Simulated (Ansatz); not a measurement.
Gas-phase electronic energies from Ansatz, PBE0-D4/def2-TZVP geometries. CCSD(T)/CBS adds triple-zeta CCSD(T) − MP2 to the extrapolated MP2 energy (def2 sets, frozen cores). This one scheme is used for every species. One conformer a species, not always the lowest.

`CCC[SiH2]O` + `N[SiH](O)F` → `O[SiH2]N[SiH](O)F` + `CCC`  (ligand exchange at the Si–C bond)

```tsv
level	ΔE (kcal/mol)
HF/def2-QZVPP	-23.1
MP2/def2-QZVPP	-20.1
```

**Question.** What does CCSD(T)/CBS give? (Estimate.)

**Answer.** Computed: -19.7 kcal/mol. The listed levels differ from it by -3.4, -0.4 kcal/mol.

Largest T1 diagnostic among the species: 0.011.

In def2-TZVPP, CCSD(T) changes the Hartree–Fock value by +3.0 kcal/mol (the triples alone add +0.3 kcal/mol) and MP2 by +2.7 kcal/mol.
